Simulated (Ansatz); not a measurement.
`[NH]=[Nb]([F])([Cl])[Cl]` + NH₃ → `[NH]=[Nb]([NH2])([Cl])[Cl]` + H–F at 600 K and 1 bar (ligand exchange at the Nb–F bond).

Calculated with Ansatz (gas phase, PBE0-D4/def2-TZVP geometries, no zero-point term in ΔE). CBS: MP2 limit from def2 TZ/QZ plus the TZ coupled-cluster correction, frozen cores. This one scheme is used for every species. Elements past krypton have def2 core potentials. For Nb outer-core shells are correlated without core-valence functions, which leaves a few kJ/mol of doubt a bond. Each species was taken in one conformer, which may not be the lowest.

| species | CCSD(T)/CBS energy (Eh) | H − E (kJ/mol) | S (J/(mol·K)) |
| --- | --- | --- | --- |
| `[NH]=[Nb]([F])([Cl])[Cl]` | -1131.78423 | 102.7 | 435.9 |
| NH₃ | -56.50880 | 112.4 | 219.5 |
| `[NH]=[Nb]([NH2])([Cl])[Cl]` | -1087.87714 | 172.6 | 460.0 |
| H–F | -100.39570 | 42.3 | 194.0 |

H − E and S are ideal-gas, rigid-rotor, harmonic terms from PBE0-D4/def2-TZVP, for one conformer and one mirror image of each species. 1 Eh = 2625.50 kJ/mol, R = 8.31446 J/(mol·K).

Problem. By hand: ΔE, ΔH, ΔS and ΔG.

Solution. ΔE = (-1087.87714) + (-100.39570) − (-1131.78423) − (-56.50880) = 0.02019 Eh = 53.0 kJ/mol. Δ(H − E) = 172.6 + 42.3 − 102.7 − 112.4 = -0.2, so ΔH = 52.8 kJ/mol. ΔS = 460.0 + 194.0 − 435.9 − 219.5 = -1.4 J/(mol·K). ΔG = 52.8 − 600 × (-1.4)/1000 = 53.6 kJ/mol.

Problem. By hand: the equilibrium constant, and the temperature at which ΔG would vanish if ΔH and ΔS stayed fixed.

Solution. log₁₀ K = −ΔG/(RT ln 10) = -4.7. ΔH and −TΔS have one sign here, so there is no such temperature.

The number of gas molecules stays the same, so ΔS is small and ΔH decides. A doubt of 5 kJ/mol in ΔE shifts log₁₀ K by 0.4 here. Other conformers and mirror images would add mixing entropy, several J/(mol·K) or more a flexible species. These are equilibria of isolated gas molecules and say nothing of rates. Largest T1 diagnostic: 0.020 (customary marks: 0.02 for closed shells, 0.045 for open ones).

ΔS is within the doubt of such terms, so its sign, and with it that verdict, could turn.
